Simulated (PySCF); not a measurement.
Simulation results for BCl2HSi, BH2O2Si, CH4AlBN, AlH5NO and others

All values are calculated (PySCF 2.14.0). Calculation on a computer-drawn molecule: optimised geometry and harmonic frequencies of an isolated molecule of the commonest isotopes, restricted reference for singlets and unrestricted otherwise, frozen core in MP2.

Common to all runs: multiplicity 1.

(1) BCl2HSi

Start structure:
```xyz
5
BCl2HSi
Si    -0.4143    -1.9089     2.5661
B     -1.6629    -1.5083     0.9984
Cl    -1.0490    -1.4532    -0.6586
Cl    -3.3739    -1.1540     1.2677
H     -0.6956    -3.3939     2.4584
```

* charge: 0
* method: MP2
* basis: cc-pV(D+d)Z
* rotational constants: 3.092, 2.843, 1.501 GHz
* total energy: -1233.6623 hartree
* convergence status largest gradient component: 3.163e-05 hartree/bohr

Drawn bonds:
```
atom  other atom  order
   1           2      1
   2           3      1
   2           4      1
   1           5      1
```

Optimised structure:
```xyz
5
BCl2HSi
Si    -0.4106    -1.8895     2.5680
B     -1.6564    -1.5144     1.0069
Cl    -1.0363    -1.4720    -0.6420
Cl    -3.3625    -1.1725     1.2859
H     -0.7298    -3.3698     2.4132
```

Modes:
```
frequency (cm⁻¹)  reduced mass (dalton)
           67.01                  14.68
           233.5                  15.85
           299.8                  2.679
           301.2                  1.105
           412.1                  23.12
           658.6                  1.516
           913.5                  11.62
           918.2                  12.65
            2104                  1.041
```

(2) BH2O2Si

Start structure:
```xyz
6
BH2O2Si
B     -1.9927    -0.9234     0.1102
Si    -0.8475     0.4180     1.1003
O      0.4157    -0.2188     1.6951
O     -1.4494     1.8294     1.0771
H     -1.8585    -1.1558    -1.0680
H     -2.8685    -1.5595     0.6473
```

- charge: -1
- method: MP2
- basis: aug-cc-pV(D+d)Z
- rotational constants: 7.149, 7.061, 3.66 GHz
- total energy: -465.1869 hartree
- convergence status largest gradient component: 2.283e-05 hartree/bohr

Drawn bonds:
```
atom  other atom  order
   1           2      1
   2           3      2
   2           4      1
   1           5      1
   1           6      1
```

Optimised structure:
```xyz
6
BH2O2Si
B     -1.9904    -0.9202     0.1124
Si    -0.8546     0.4169     1.0959
O      0.4427    -0.2611     1.7008
O     -1.4806     1.8710     1.0686
H     -1.8514    -1.1557    -1.0693
H     -2.8666    -1.5610     0.6536
```

Modes:
```
frequency (cm⁻¹)  reduced mass (dalton)
           52.56                  4.251
           250.5                  1.037
           292.1                  4.266
           349.8                   10.9
           622.4                  1.452
           629.3                  5.191
           917.8                  1.417
           920.1                  11.86
            1159                  18.47
            1198                  1.182
            2552                  1.056
            2612                  1.121
```

(3) CH4AlBN

Start structure:
```xyz
8
CH4AlBN
C     -0.2633    -1.8922    -0.0484
B      0.4135    -0.9730     0.9376
N      0.9082    -0.1927     1.8305
Al     1.6242     0.9403     2.8704
H     -0.6014    -1.4186    -0.9858
H      0.5088    -2.6328    -0.4383
H     -1.0445    -2.4439     0.3223
H      2.2874     1.8803     3.9108
```

- charge: 1
- method: HF
- basis: cc-pV(D+d)Z
- rotational constants: 159, 2.204, 2.204 GHz
- total energy: -361.0794 hartree
- convergence status largest gradient component: 8.487e-06 hartree/bohr

Drawn bonds:
```
atom  other atom  order
   1           2      1
   2           3      2
   3           4      1
   1           5      1
   1           6      1
   1           7      1
   4           8      1
```

Optimised structure:
```xyz
8
CH4AlBN
C     -0.2263    -1.9162    -0.0818
B      0.4033    -0.9572     0.9280
N      0.9303    -0.1543     1.7734
Al     1.6184     0.8941     2.8776
H     -0.5929    -1.3625    -0.9487
H      0.5124    -2.6469    -0.4180
H     -1.0636    -2.4478     0.3755
H      2.2513     1.8582     3.8931
```

Modes:
```
frequency (cm⁻¹)  reduced mass (dalton)
           105.3                  4.328
           105.3                  4.328
           385.8                  2.824
           385.9                  2.824
           463.1                  1.221
           463.1                  1.221
             614                  5.057
           964.4                  1.579
           964.4                  1.579
            1094                  5.956
            1442                   1.29
            1532                  1.042
            1532                  1.042
            1972                  11.57
            2184                  1.054
            3189                  1.036
            3281                  1.101
            3281                  1.101
```

(4) AlH5NO

Start structure:
```xyz
8
AlH5NO
N     -1.0289    -3.2729    -0.0855
Al    -0.1385    -2.6116     1.4760
O     -1.2315    -1.6133     2.3124
H     -1.8674    -3.0924    -0.4667
H     -0.5269    -3.8809    -0.7066
H      1.1693    -1.8681     1.1159
H      0.0950    -3.8928     2.4231
H     -1.7772    -0.9353     2.7951
```

* charge: -1
* method: HF
* basis: aug-cc-pV(D+d)Z
* rotational constants: 18.91, 6.095, 5.026 GHz
* total energy: -374.2622 hartree
* convergence status largest gradient component: 2.107e-05 hartree/bohr

Drawn bonds:
```
atom  other atom  order
   1           2      1
   2           3      1
   1           4      1
   1           5      1
   2           6      1
   2           7      1
   3           8      1
```

Optimised structure:
```xyz
8
AlH5NO
N     -1.1435    -3.4074    -0.0105
Al    -0.3216    -2.6506     1.4821
O     -1.5502    -1.7396     2.3876
H     -1.5396    -2.8219    -0.7220
H     -0.7086    -4.1897    -0.4627
H      0.8737    -1.5486     1.1312
H      0.3346    -3.8952     2.3346
H     -1.2509    -0.9143     2.7234
```

Modes:
```
frequency (cm⁻¹)  reduced mass (dalton)
           127.3                  1.358
           191.7                  1.214
           273.9                  1.468
           332.3                  1.426
           524.1                   1.21
           572.9                  1.098
           643.8                  4.413
           693.4                  3.199
           726.6                  1.441
           777.1                  1.216
             846                  1.094
             862                  1.268
            1599                  1.044
            1666                  1.101
            1712                  1.028
            3726                  1.051
            3808                  1.092
            4218                  1.066
```

(5) BH4NSi2

Start structure:
```xyz
8
BH4NSi2
N     -2.3565    -1.5956    -0.6566
Si    -3.2757    -0.4357    -0.0131
B     -3.0110     0.7768     1.4995
Si    -1.4911     0.5886     2.4736
H     -1.4938    -1.8810    -0.2326
H     -4.4018    -0.2207    -0.9252
H     -3.7743     1.6824     1.8174
H     -0.3320     0.3272     3.3520
```

- charge: 0
- method: HF
- basis: cc-pV(D+d)Z
- rotational constants: 13.09, 1.793, 1.665 GHz
- total energy: -659.2059 hartree
- convergence status largest gradient component: 2.966e-05 hartree/bohr

Drawn bonds:
```
atom  other atom  order
   1           2      2
   2           3      1
   3           4      1
   1           5      1
   2           6      1
   3           7      1
   4           8      1
```

Optimised structure:
```xyz
8
BH4NSi2
N     -2.2953    -1.3053    -1.1016
Si    -3.0905    -0.6392     0.0895
B     -2.5184     0.7993     1.4047
Si    -1.1407     0.5704     2.8343
H     -1.3547    -1.0451    -1.3385
H     -4.4607    -1.1296     0.3407
H     -3.0512     1.8735     1.2862
H     -2.2246     0.1182     3.7996
```

Modes:
```
frequency (cm⁻¹)  reduced mass (dalton)
              52                  3.449
           119.4                  3.368
           200.2                  1.845
           343.6                  1.368
           423.9                  1.945
           451.9                  1.213
           512.2                  3.383
           673.1                  1.169
           698.4                  1.705
           784.4                  1.425
           818.1                  1.095
           877.6                  2.312
           932.1                  1.172
            1207                  7.614
            2125                   1.04
            2334                  1.042
            2674                   1.09
            3816                  1.078
```

(6) BCl2HSi

Start structure:
```xyz
5
BCl2HSi
Si    -0.6148    -2.0999     2.4290
B     -1.7333    -1.6355     0.9516
Cl    -1.0636    -1.3076    -0.7244
Cl    -3.3764    -0.9739     1.2305
H     -0.4076    -3.4014     2.7453
```

- charge: 0
- method: HF
- basis: cc-pV(D+d)Z
- rotational constants: 3.097, 2.792, 1.488 GHz
- total energy: -1233.2292 hartree
- convergence status largest gradient component: 2.726e-05 hartree/bohr

Drawn bonds:
```
atom  other atom  order
   1           2      1
   2           3      1
   2           4      1
   1           5      1
```

Optimised structure:
```xyz
5
BCl2HSi
Si    -0.4143    -1.9089     2.5661
B     -1.6629    -1.5083     0.9984
Cl    -1.0490    -1.4532    -0.6586
Cl    -3.3739    -1.1540     1.2677
H     -0.6956    -3.3939     2.4584
```

Modes:
```
frequency (cm⁻¹)  reduced mass (dalton)
           101.8                  13.98
           241.7                  18.35
             284                  1.084
           323.4                  3.254
           414.5                  24.08
           732.8                  1.412
           907.1                  12.62
           930.9                  11.02
            2151                  1.041
```
